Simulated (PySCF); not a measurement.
CHBrClF, SMILES F[C@H](Cl)Br.

Coordinates come from a B3LYP-D3(BJ)/def2-SVP optimisation.

Two levels are set side by side: TDA-PBE/def2-SVPD (PySCF) and TDA-CAM-B3LYP/def2-SVPD (PySCF). Vertical, same geometry. The lowest singlet is HOMO→LUMO 94 % with PBE and HOMO→LUMO 89 % with the other functional; states are paired by order. Differences are taken from unrounded values.

```tsv
quantity	TDA-CAM-B3LYP
lowest singlet excitation (eV)	5.84
lowest triplet excitation (TDA) (eV)	5.07
```

What does TDA-PBE give, and how far is it from TDA-CAM-B3LYP? (The exact figures need the calculation; the answer reports its results.)


```csv
quantity,TDA-PBE,TDA-PBE minus TDA-CAM-B3LYP
lowest singlet excitation (eV),5.43,-0.40
lowest triplet excitation (TDA) (eV),4.76,-0.31
```

Functionals without exact exchange tend to place singlet excitations lower, as here. Differences between two approximate levels are no errors against the true value.

Rough cost on one machine, each run with all the roots and properties that it gave: TDA-CAM-B3LYP against TDA-PBE about 4 times.
